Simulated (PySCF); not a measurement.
**Exercise with solution: entropy of an ideal gas**

AsF2, SMILES F[As]F, multiplicity 2.

Geometry optimised at PBE-D3(BJ)/def2-TZVP. The isomer is the one that the SMILES or the coordinates give; other isomers of the formula were not compared.

PBE-D3(BJ)/def2-TZVP (PySCF) gives the harmonic wavenumbers 248, 645, 672 cm⁻¹ and the rotational temperatures 0.7120, 0.3663, 0.2419 K. The molar mass is 112.92 g/mol, the symmetry number 2, the spin multiplicity 2.

Work out the entropy at 298.15 K and 1 atm in the rigid-rotor, harmonic-oscillator model.


Translation (Sackur–Tetrode at 1 atm): S = R[1.5 ln M + 2.5 ln T − 1.16487] = 167.7 J/(mol K).
Rotation: q = (√π/σ) T^1.5/√(θA θB θC) = 18200, S = R[ln q + 3/2] = 94.0 J/(mol K).
Vibration: with u = 1.4388 ν/T, each mode gives R[u/(e^u − 1) − ln(1 − e^−u)]:
| ν (cm⁻¹) | modes | u | S (J/(mol K)) |
|---|---|---|---|
| 248 | 1 | 1.20 | 7.30 |
| 645 | 1 | 3.11 | 1.58 |
| 672 | 1 | 3.24 | 1.43 |
These are all the modes. Sum 10.3 J/(mol K).
Spin: R ln 2 = 5.8 J/(mol K).
Total 277.8 J/(mol K); the program's own thermochemistry gives 277.8. Translation makes up 60 % and vibration 4 %. Anharmonicity, hindered rotation and orbital degeneracy are left out.
